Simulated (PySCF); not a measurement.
C₆H₁₃PS.
Structure used (PBE0-D3(BJ)/def2-SVP), in Å, numbered top down from 1:
```
atom  x, y, z in Å
C1     2.9287    0.2467   -0.5093
C2     1.7192   -0.6111   -0.1652
P3     0.2534   -0.2752   -1.2540
C4    -0.9971   -1.3804   -0.4302
C5    -2.4191   -1.0276   -0.8465
S6    -2.9891    0.5730   -0.2062
C7    -1.7517    1.6668   -0.9614
C8    -0.3200    1.3507   -0.5482
H9     2.7260    1.3174   -0.3491
H10    3.7948   -0.0178    0.1161
H11    3.2225    0.1196   -1.5626
H12    1.9617   -1.6795   -0.2973
H13    1.4314   -0.4803    0.8929
H14   -0.7670   -2.4164   -0.7331
H15   -0.9051   -1.3212    0.6679
H16   -2.5228   -1.0374   -1.9446
H17   -3.1385   -1.7592   -0.4473
H18   -1.8618    1.6366   -2.0587
H19   -2.0398    2.6784   -0.6353
H20    0.3543    2.1355   -0.9298
H21   -0.2422    1.3432    0.5529
```

All values: PBE0/pcSseg-1 (PySCF, non-relativistic), on one gas-phase PBE0-D3(BJ)/def2-SVP geometry that isn't relaxed in the solvent. The solvent is an IEF-PCM continuum (van der Waals radii × 1.2). Specific hydrogen bonds and non-electrostatic terms are outside this model.

```
run  E − E(gas) (kJ/mol)  HOMO (eV)  HOMO–LUMO gap (eV)  dipole (D)
gas                 0.00      -6.36                7.29        1.52
  P               -16.74      -6.44                7.49        1.92
  Q               -19.50      -6.46                7.52        1.99
```

Question: The runs were made in acetone and tetrahydrofuran. Which run belongs to which solvent?

Answer: P = tetrahydrofuran, Q = acetone. The dielectric constants are 7.426 (tetrahydrofuran), 20.49 (acetone), and the energy falls further as ε rises. In this model the ground state sees the solvent through ε alone.

Question: How constant is the ratio of the lowering to (ε − 1)/(2ε + 1)?

Answer: 
```csv
solvent,(ε − 1)/(2ε + 1),E − E(gas) (kJ/mol),ratio (kJ/mol),polarisation term (kJ/mol)
tetrahydrofuran,0.405,-16.74,-41.3,-18.87
acetone,0.464,-19.50,-42.0,-22.42
```

The ratio changes by +1.7 % in size from tetrahydrofuran to acetone. The polarisation term is half the interaction of the solute with the induced surface charges.

Hardware: an Arm Neoverse V2 with one thread, shared host with 96 logical CPUs at a one-minute load of 34. Cost: 40 s wall, 1.2 GiB resident at most. This is the whole shielding run at PBE0/pcSseg-1 in acetone, SCF included.
